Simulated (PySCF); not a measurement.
Species: C5H12B (charge -1).
Atom-mapped SMILES: `[CH2:1]=[C:2]([CH3:3])[BH2-:4][CH2:5][CH3:6]` (hydrogens: H7, H8 on C1; H9, H10, H11 on C3; H12, H13 on B4; H14, H15 on C5; H16, H17, H18 on C6)

Structure used (GFN2-xTB), in Å, numbered top down from 1:
```xyz
18
C5H12B angstrom
C     -1.2008    1.6959   -0.3841
C     -1.0165    0.4002   -0.6024
C     -1.9400   -0.5703    0.0896
B      0.1434   -0.2285   -1.5542
C      1.3183   -0.9105   -0.6005
C      1.9898    0.0856    0.3388
H     -1.9789    2.0973    0.2711
H     -0.5762    2.4425   -0.8531
H     -2.5023   -1.1378   -0.6543
H     -2.6534   -0.0743    0.7599
H     -1.3590   -1.2870    0.6708
H     -0.3428   -1.0991   -2.2655
H      0.6385    0.6365   -2.2564
H      0.9097   -1.7297    0.0061
H      2.0952   -1.3637   -1.2313
H      2.7716   -0.3742    0.9597
H      1.2490    0.5326    1.0011
H      2.4457    0.8907   -0.2368
```

The closed-shell SCF was solved with PySCF and density fitting under several settings on one GFN2-xTB geometry (grid level 2 and gas phase unless stated).

| settings | basis functions | SCF cycles | E (Eh) | HOMO (eV) | LUMO (eV) |
| --- | --- | --- | --- | --- | --- |
| PBE0/pcSseg-1 | 162 | 14 | -222.2967 | -1.74 | 5.49 |
| mPW1PW91/6-311+G(2d,p) | 234 | 14 | -222.6266 | -1.86 | 3.29 |

Task: Estimate the rows for these settings: (1) PBE/pcSseg-1, fitting basis def2-universal-jkfit; (2) B3LYP/pcSseg-1.

Result: 
```csv
settings,basis functions,SCF cycles,E (Eh),HOMO (eV),LUMO (eV)
"PBE/pcSseg-1, fitting basis def2-universal-jkfit",162,11,-222.2531,-0.60,4.52
B3LYP/pcSseg-1,162,13,-222.6029,-1.53,5.23
```

Task: Over all rows, what range does the HOMO–LUMO gap span?

Result: From 5.12 eV (PBE/pcSseg-1, fitting basis def2-universal-jkfit) to 7.23 eV (PBE0/pcSseg-1). The functional of the narrowest has no exact exchange, that of the widest 25 % exact exchange.

Whole jobs, the steps after the SCF included, on one thread of an x86-64 server (shared host):

```
                                        settings                                                            work after the SCF  wall time
                                   PBE0/pcSseg-1                                       shieldings, charges and field gradients       25 s
                          mPW1PW91/6-311+G(2d,p)  spin–spin couplings from 18 perturbed nuclei, spin–dipole term for 1 of them       48 s
PBE/pcSseg-1, fitting basis def2-universal-jkfit                                       shieldings, charges and field gradients       31 s
                                  B3LYP/pcSseg-1                                       shieldings, charges and field gradients       21 s
```

Cycle counts include a coarse-grid stage where the run had one. All basis functions are spherical, in the Pople sets too.

One conformer stands for the species.
